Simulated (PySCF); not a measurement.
Frontier levels across methods

C4H5BS.
Atom-mapped SMILES: `[BH2:1][c:2]1[cH:3][cH:4][s:5][cH:6]1` (hydrogens: H7, H8 on B1; H9 on C3; H10 on C4; H11 on C6)

Cartesian coordinates in Å at the PBE0-D3(BJ)/def2-SVP level; atoms count from 1:
```xyz
11
C4H5BS angstrom
B      1.9195   -0.2030    0.0458
C      0.4123    0.0565   -0.0186
C     -0.6404   -0.8851    0.2549
C     -1.8918   -0.3623    0.1063
S     -1.8262    1.2946   -0.3740
C     -0.1233    1.2874   -0.3732
H      2.3460   -1.2936    0.3505
H      2.6958    0.6890   -0.2109
H     -0.4547   -1.9184    0.5530
H     -2.8555   -0.8502    0.2483
H      0.4292    2.1905   -0.6341
```

Basis pcSseg-2 throughout (PySCF), one geometry. Isolated species at its PBE0-D3(BJ)/def2-SVP geometry, gas phase.

Problem. How do the orbital energies, the gap and the dipole change with the method?

Solution. 
```
   method                    kind  HOMO (eV)  LUMO (eV)  gap (eV)  μ (D)  SCF cycles
     BLYP                     GGA      -6.11      -2.61      3.50   1.62          16
    B97-D                     GGA      -6.19      -2.62      3.58   1.52          16
      KT3                     GGA      -6.25      -2.70      3.56   1.48          15
      KT2                     GGA      -6.28      -2.76      3.52   1.54          17
     OPBE                     GGA      -6.28      -2.68      3.60   1.49          17
      PBE                     GGA      -6.31      -2.79      3.52   1.61          17
     BP86                     GGA      -6.38      -2.85      3.53   1.60          16
      LDA                     LDA      -6.52      -3.03      3.48   1.66          15
    B97-2           global hybrid      -7.01      -1.90      5.12   1.34          14
    B3LYP           global hybrid      -7.05      -2.08      4.97   1.42          14
     PBE0           global hybrid      -7.27      -1.91      5.37   1.36          14
 mPW1PW91           global hybrid      -7.28      -1.90      5.38   1.35          14
BHandHLYP           global hybrid      -8.04      -0.90      7.14   1.16          12
CAM-B3LYP  range-separated hybrid      -8.49      -0.84      7.64   1.26          12
  wB97X-D  range-separated hybrid      -9.03      -0.12      8.91   1.20          14
       HF            Hartree–Fock      -9.16       1.46     10.62   0.82          12
  LC-wPBE  range-separated hybrid      -9.82       0.21     10.02   1.09          14
```

The HOMO spans 3.71 eV, from BLYP down to LC-wPBE, and the gap runs from 3.48 eV (LDA) to 10.62 eV (HF). Over the methods BLYP (0 %), B97-D (0 %), KT3 (0 %), KT2 (0 %), OPBE (0 %), PBE (0 %), BP86 (0 %), LDA (0 %), B97-2 (21 %), B3LYP (20 %), PBE0 (25 %), mPW1PW91 (25 %), BHandHLYP (50 %), HF (100 %), a straight line through the gap against the share of exact exchange rises by 0.71 eV for each 10 % (correlation coefficient 1.000). The dipole ranges from 0.82 D (HF) to 1.66 D (LDA). This basis has no diffuse functions.

The vertical ΔSCF ionisation energy at CAM-B3LYP/def2-SVPD is 9.22 eV; −ε(HOMO) comes closest to it with HF (9.16 eV).
